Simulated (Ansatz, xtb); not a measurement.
Two isomers of CH6ClF3Si3

We compare X, `FC(F)(F)[SiH2][SiH2][SiH2]Cl`, a singlet, with Y, `FC(F)(F)[Si]([SiH3])([SiH3])Cl`, a singlet. Both are isolated molecules in the gas phase, relaxed with PBE-D3(BJ)/def2-SVP, each in the lowest conformer that the search found.

X (Å):

```xyz
14

C    -0.8723    0.2975    2.7170
Cl    2.0119   -0.2574   -0.5662
F    -0.6188    0.3767    4.0455
F     0.0138    1.1208    2.0871
F    -2.1139    0.8171    2.5066
Si   -0.7660   -1.5204    2.0255
Si   -1.3276   -1.3880   -0.2519
Si    0.0828    0.2236   -1.2228
H     0.6360   -2.0080    2.2389
H    -1.7328   -2.3454    2.8259
H    -2.7796   -1.0174   -0.4016
H    -1.0851   -2.7222   -0.9068
H     0.0694    0.1667   -2.7248
H    -0.2612    1.6137   -0.7754
```

Y (Å):

```xyz
14

C     0.3059   -1.3900   -2.0845
Cl   -1.8256    1.0852   -1.9665
F    -0.4942   -2.1080   -2.9085
F     1.0420   -2.2794   -1.3536
F     1.1698   -0.6890   -2.8574
Si   -0.6911   -0.2648   -0.8379
Si   -2.1519   -1.6642    0.3569
Si    0.8786    0.9406    0.4282
H    -3.0610   -2.3689   -0.6096
H    -2.9629   -0.8198    1.3000
H    -1.3521   -2.6695    1.1389
H     1.7263    1.7690   -0.4951
H     1.7422   -0.0210    1.1972
H     0.1409    1.8343    1.3859
```

Quicker runs give these differences E(Y) − E(X): GFN2-xTB +0.071 eV; HF/STO-3G +0.024 eV (at GFN2-xTB geometries); r2SCAN-D4/def2-SVP +0.005 eV (at GFN2-xTB geometries).

Q: Estimate E(Y) − E(X) at the level CCSD(T)/def2-SVP + ΔMP2/def2-TZVPP.

A: CCSD(T)/def2-SVP + ΔMP2/def2-TZVPP gives E(Y) − E(X) = +0.016 eV, slightly favouring structure X, which is too small a margin to settle the true order.

How the difference moves with the method:

```json
{"level": "GFN2-xTB", "geometry": "GFN2-xTB", "E(Y) − E(X) (eV)": "+0.071", "departure from the last row (eV)": "+0.056", "job, with rough time for the two": "optimisation, 0.91 s"}
{"level": "HF/STO-3G", "geometry": "GFN2-xTB", "E(Y) − E(X) (eV)": "+0.024", "departure from the last row (eV)": "+0.008", "job, with rough time for the two": "single point, 3.4 s"}
{"level": "r2SCAN-D4/def2-SVP", "geometry": "GFN2-xTB", "E(Y) − E(X) (eV)": "+0.005", "departure from the last row (eV)": "−0.011", "job, with rough time for the two": "single point, 19 s"}
{"level": "PBE-D3(BJ)/def2-SVP", "geometry": "PBE-D3(BJ)/def2-SVP", "E(Y) − E(X) (eV)": "+0.024", "departure from the last row (eV)": "+0.009", "job, with rough time for the two": "optimisation, 2.9 min"}
{"level": "HF/def2-SVP", "geometry": "PBE-D3(BJ)/def2-SVP", "E(Y) − E(X) (eV)": "+0.070", "departure from the last row (eV)": "+0.054", "job, with rough time for the two": "part of the CCSD(T) run"}
{"level": "MP2/def2-SVP", "geometry": "PBE-D3(BJ)/def2-SVP", "E(Y) − E(X) (eV)": "+0.044", "departure from the last row (eV)": "+0.029", "job, with rough time for the two": "part of the CCSD(T) run"}
{"level": "CCSD(T)/def2-SVP", "geometry": "PBE-D3(BJ)/def2-SVP", "E(Y) − E(X) (eV)": "+0.044", "departure from the last row (eV)": "+0.029", "job, with rough time for the two": "single point"}
{"level": "CCSD(T)/def2-SVP + ΔMP2/def2-TZVPP", "geometry": "PBE-D3(BJ)/def2-SVP", "E(Y) − E(X) (eV)": "+0.016", "departure from the last row (eV)": "", "job, with rough time for the two": "single point, 9.1 min"}
```

As drawn, both hold the same kinds of bond in the same numbers.

The largest departure from CCSD(T)/def2-SVP + ΔMP2/def2-TZVPP is that of GFN2-xTB, 0.056 eV. The last row adds to CCSD(T) the change of the MP2 difference between the two basis sets, here −0.029 eV.

With thermal terms from frequencies at re-optimised GFN2-xTB minima (ideal gas, soft modes damped towards free rotors, one conformer each, 298.15 K, 1 atm): on the last row, ΔE + ΔZPE = −0.012, ΔH = +0.013, ΔG = −0.044 eV.

The correlated steps freeze 24 core orbitals. Run with Ansatz 0.2.0, xtb 6.7.1; the last row on 2 threads of AMD EPYC (Zen 3) on a shared host.
